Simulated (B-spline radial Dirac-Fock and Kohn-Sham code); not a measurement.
Satellites and hypersatellites of the K lines of Ir³⁺

System: the Ir³⁺ ion, configuration [Xe] 4f14 5d6.

Level of theory: ΔSCF Dirac-Fock with Breit, self-energy and vacuum polarisation, finite nucleus, configuration average; an atomic code on a B-spline grid. Each two-hole energy is an average over J within one jj subconfiguration, not an observable level; in light atoms, where LS coupling holds, the j-resolved values are not observed lines, and for a K spectator the Kα1 hypersatellite is nearly forbidden. Correlation energy is missing from these numbers.

Lines without a spectator: Kα2 (K-L2) 63282.5 eV, Kα1 (K-L3) 64891.7 eV, Kβ3 (K-M2) 73194.4 eV, Kβ1 (K-M3) 73550.9 eV. Shifts in eV with one spectator hole (a dash: not computed, or left out as unreliable):

```tsv
spectator hole	Kα2	Kα1	Kβ3	Kβ1
K (1s)	+1042.5	+1128.7	+1351.7	+1371.9
L2 (2p1/2)	+135.1	+184.1	–	+344.7
L3 (2p3/2)	+97.9	+109.1	+252.6	–
M2 (3p1/2)	–	+29.54	+55.6	+66.0
M3 (3p3/2)	+15.31	–	+45.8	+46.7
M4 (3d3/2)	+5.09	+1.73	–	–
M5 (3d5/2)	-0.53	+3.77	–	–
```
